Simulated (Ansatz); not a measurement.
**Question.** Predict a relaxed structure of the cluster Be₂Cl₄, charge 0, singlet, at r2SCAN-D4/def2-SVP (Ansatz).

**Answer.** 
```xyz
6

Be   -0.9181    0.9479   -0.0733
Be    0.9204   -0.9456    0.0735
Cl    0.1599    0.0356   -1.5440
Cl    2.1940   -2.2707    0.1747
Cl   -0.1513   -0.0272    1.5450
Cl   -2.2050    2.2601   -0.1760
```
Point group D2h (tolerance 0.1 Å). This is one stationary point.

The structure comes from a short search, and lower isomers may exist.
